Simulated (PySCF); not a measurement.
tetrafluoroborate (BF4), SMILES F[B-](F)(F)F, charge -1.

Geometry optimised at B3LYP-D3(BJ)/def2-SVPD.

Two levels are set side by side: PBE/def2-TZVPD (PySCF) and B3LYP/def2-TZVPD (PySCF). Same geometry, gas phase. Differences are taken from unrounded values.

| quantity | PBE |
|---|---|
| orbital gap (eV) | 6.48 |
| highest occupied level (eV) | -2.70 |
| lowest empty level (eV) | 3.79 |
| mean polarisability (bohr³) | 27.3 |

**Question.** These are the PBE values. What does B3LYP give? (Estimate from the structure and the level; the computed values follow.)

**Answer.** 
```
quantity                     B3LYP  PBE minus B3LYP
---------------------------  -----  ---------------
orbital gap (eV)              8.48            -2.00
highest occupied level (eV)  -4.51             1.81
lowest empty level (eV)       3.97            -0.19
mean polarisability (bohr³)   25.0              2.3
```

PBE's occupied levels lie high since its potential decays too fast outside the molecule; exact exchange lowers them and widens the gap. PBE's more diffuse valence density responds more strongly to a field. Differences between two approximate levels are no errors against the true value.

Rough cost on one machine, each run with all the roots and properties that it gave: B3LYP against PBE within a factor of 2.
